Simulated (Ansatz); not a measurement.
Hf₃O₁₁H₁₀, a hydroxylated oxide cluster. The state is a triplet with charge 0. Geometry r2SCAN-D4/def2-SVP, that of the neutral singlet; atoms count from 1.

Cartesian coordinates in Å:
```
Hf -1.6663 -0.7537 -0.2375
Hf 1.0101 -0.4414 1.5322
Hf 0.4216 1.6207 -0.8664
O 1.3186 1.5454 -2.6077
O -3.5372 -0.7092 0.2684
O 0.2119 3.5205 -0.5327
O -1.4725 0.8849 -1.6369
O 2.0260 1.1945 0.5316
O -0.7176 -1.7552 1.4285
O -1.5726 -2.2504 -1.5508
O 1.1462 0.1762 3.3665
O -0.5892 0.7279 0.7712
O 2.3139 -1.8996 1.4267
O 0.6328 -0.6650 -0.7256
H 1.7563 1.1432 -3.3591
H -4.4201 -0.5745 0.6108
H 0.0801 4.4589 -0.4054
H -1.6216 0.8008 -2.5878
H 2.5101 1.8832 1.0048
H -0.6143 -2.7137 1.4925
H -2.2461 -2.8470 -1.8920
H 1.1058 0.5134 4.2607
H 2.8647 -2.5887 1.0531
H 1.0595 -1.2711 -1.3451
```

In the def2 sets Hf takes a core potential; there is no spin–orbit coupling. Single mean-field runs in def2-TZVP are fitted with def2-universal-jkfit. At PBE0-D4/def2-TZVP a singlet of charge 0 lies 7.01 eV below the triplet at the same geometry.

Question: Estimate the Mulliken populations from the PBE0/def2-TZVP orbitals of Ansatz.

Answer: 
```tsv
atom	charge (e)	spin (α − β)	d electrons
Hf1	1.49	0.01	1.58
Hf2	1.54	-0.03	1.58
Hf3	0.85	0.70	1.61
O4	-0.57	0.23	–
O5	-0.66	0.03	–
O6	-0.47	0.40	–
O7	-0.62	-0.05	–
O8	-0.63	-0.05	–
O9	-0.67	-0.02	–
O10	-0.68	0.03	–
O11	-0.65	0.05	–
O12	-0.59	0.32	–
O13	-0.68	0.00	–
O14	-0.71	0.02	–
H15	0.27	0.06	–
H16	0.31	0.01	–
H17	0.26	0.07	–
H18	0.31	0.05	–
H19	0.29	0.08	–
H20	0.34	0.02	–
H21	0.31	0.01	–
H22	0.31	0.01	–
H23	0.30	0.02	–
H24	0.35	0.02	–
```
Mulliken values depend strongly on the basis.

Question: Where does the spin sit?

Answer: Summed by element: Hf 0.68, O 0.97, H 0.36, of 2 unpaired in all. Largest on single atoms: Hf3 0.70, O6 0.40, O12 0.32.

Question: And the Mayer bond orders between heavy atoms (over 0.3)?

Answer: Hf1–O5 1.08 (1.94 Å); Hf1–O7 0.57 (2.16 Å); Hf1–O9 0.54 (2.16 Å); Hf1–O10 1.03 (1.99 Å); Hf1–O12 0.57 (2.09 Å); Hf2–O8 0.55 (2.17 Å); Hf2–O9 0.54 (2.17 Å); Hf2–O11 1.06 (1.94 Å); Hf2–O12 0.54 (2.12 Å); Hf2–O13 1.07 (1.96 Å); Hf2–O14 0.33 (2.30 Å); Hf3–O4 0.97 (1.96 Å); Hf3–O6 0.92 (1.94 Å); Hf3–O7 0.49 (2.17 Å); Hf3–O8 0.47 (2.17 Å); Hf3–O12 0.55 (2.12 Å).
